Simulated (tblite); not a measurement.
Question: Give a GFN2-xTB geometry of `CS[Si@H](N)C1[CH][CH-]1` [radical]. (Charge -1 and doublet state.)

Answer: 
Z-matrix in Å and degrees, rows numbered from 1:
```
C 
S   1  1.8109
Si  2  2.2096  1   96.57
N   3  1.7631  2  105.28  1   -46.48
C   3  1.8507  2  111.48  1  -175.19
C   5  1.5243  3  119.39  2   134.31
C   6  1.3833  5   63.06  3    99.83
H   1  1.0875  2  109.43  3   -56.16
H   1  1.0863  2  109.48  3    63.96
H   1  1.0869  2  107.87  3  -176.01
H   3  1.4886  2   98.38  1    54.16
H   4  1.0121  3  113.48  2   -53.75
H   4  1.0105  3  111.64  2  -174.62
H   5  1.0928  3  118.32  2   -21.30
H   6  1.0949  5  126.98  7  -122.85
H   7  1.0948  5  125.79  6   123.04
```

Of the pairs four or more bonds apart, N4···H9 is among the closest relative to their van der Waals radii: 2.70 Å, 98 % of the sum of Bondi's values. C6 (carbon bonded to 2 C and H) is pyramidal (angles 131.2°, 127.0° and 63.1°, sum 321.3°, 0.42 Å off the plane of its three neighbours). The 3-membered ring C5–C6–C7 has internal angles of 53.9° to 63.1°. N4 (nitrogen bonded to Si and 2 H) is pyramidal (angles 113.5°, 111.6° and 106.9°, sum 332.0°, 0.37 Å off the plane of its three neighbours).

Computed geometry: GFN2-xTB, gas phase. This method treats the open shell by occupation alone, without spin polarisation.

Point group: C1 (no symmetry element, even within 0.4 Å). Its GFN2-xTB frequencies are all real (lowest 40 cm⁻¹). Whether the extra electron is bound in the gas phase wasn't checked; a finite basis holds it in any case. Torsions: C1–S2–Si3–N4 -46°, S2–Si3–N4–H -54° and -175°, S2–Si3–C5–C6 134°.

One conformer stands for the species.
